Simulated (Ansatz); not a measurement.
Born–Oppenheimer molecular dynamics of BClFH3S (7 atoms, charge 0, multiplicity 1). It starts at the highest image of a converged band, a first-order saddle point between two minima.

These are results of RKS PBE/6-31G* (Ansatz 0.2.0), not measurements.

```json
{
  "ensemble": "NVE (velocity Verlet)",
  "time step": "0.5 fs",
  "steps asked": "200",
  "starting velocities drawn for": "300 K",
  "seed": "11864"
}
```

First frame:

```xyz
7
Properties=species:S:1:pos:R:3
B -0.004 -0.294 0.032
H -0.278 0.068 1.284
F 1.222 0.168 -0.294
Cl -1.451 0.198 -0.928
S 0.138 -2.334 0.332
H -1.198 -2.572 0.249
H -0.135 -0.985 1.293
```

Problem. How far do the bonds stretch over the last three quarters of this one trajectory? (Pairs bonded in most of those frames.)

Solution. 
```
  bond  mean (Å)  spread (Å)  shortest  longest
 B1–H2     1.200       0.014      1.18     1.22
 B1–F3     1.328       0.012      1.30     1.35
B1–Cl4     1.791       0.051      1.70     1.87
 S5–H6     1.357       0.005      1.35     1.37
 S5–H7     1.393       0.064      1.29     1.50
```

Mean temperature of the second half: 1531 K. The conserved energy stayed within 0.18 meV per atom of its start (net change -0.077 meV per atom), so the integration is sound. The kinetic energy rose, since the run started high on the potential surface and went downhill. It ends in pieces (BClFH + H2S), so much of that is their flight and rotation, not heat. A run of 0.1 ps of so small a system gives no equilibrium averages. The orbitals stay closed-shell, which can raise the energy where a bond breaks towards radicals; this wasn't checked here.

The run took 6 min on 1 thread of Arm Neoverse V2, with other jobs on the host, peak memory 0.12 GiB.
